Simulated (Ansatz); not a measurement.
Basis-set extrapolation for CH$_{6}$BNOS (PBE0-D4/def2-TZVP geometry, frozen core, the Gaussian-basis code of Ansatz). Multiplicity 1, RHF reference.

```json
{"": "HF", "def2-TZVPP": "-593.004273", "def2-QZVPP": "-593.024420"}
{"": "MP2 correlation", "def2-TZVPP": "-0.903886", "def2-QZVPP": "-0.971638"}
{"": "CCSD(T) correlation", "def2-TZVPP": "-0.986861", "def2-QZVPP": "not run"}
```

Energies in hartree. Use E(X) = E(∞) + A·exp(−7.88·√X) for Hartree–Fock and E(X) = E(∞) + B·X^(−2.97) for correlation, with X = 3 and 4, and add CCSD(T) minus MP2 of the smaller set to the MP2 limit.

Task: What is the CCSD(T) energy at the basis-set limit?

Result: HF limit: -593.024420 + (-0.020147) × 0.13774 = -593.02720. MP2 limit: -0.971638 + (-0.067752) × 0.74074 = -1.02182. Higher-order term: -0.986861 − (-0.903886) = -0.08298. Total: -594.13200 hartree, 369.8 kJ/mol below CCSD(T)/def2-TZVPP.
